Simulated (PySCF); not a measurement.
C₂H₆OSi₂, SMILES C#C[SiH2][SiH2]O.

Geometry optimised at ωB97X-D3(BJ)/def2-SVP. The structure was generated by enumeration, and PubChem lists no compound with its InChIKey, so it may never have been made. Other conformers were not sampled.

Computed with PBE/def2-TZVP run with PySCF.

```
Property                                                                                                        Result
---------------------------------------------------------------------------------------------  -----------------------
total energy                                                                                        -733.59564 hartree
highest occupied level                                                                                        -6.60 eV
lowest empty level                                                                                            -1.57 eV
orbital gap                                                                                                    5.03 eV
dipole moment                                                                                                   1.18 D
quadrupole, principal values (traceless, Buckingham form, about the centre of nuclear charge)  -8.76, -3.17, 11.93 D·Å
mean static polarisability                                                                       82.3 bohr³ (12.20 Å³)
polarisability, principal values                                                               64.0, 80.5, 102.4 bohr³
```
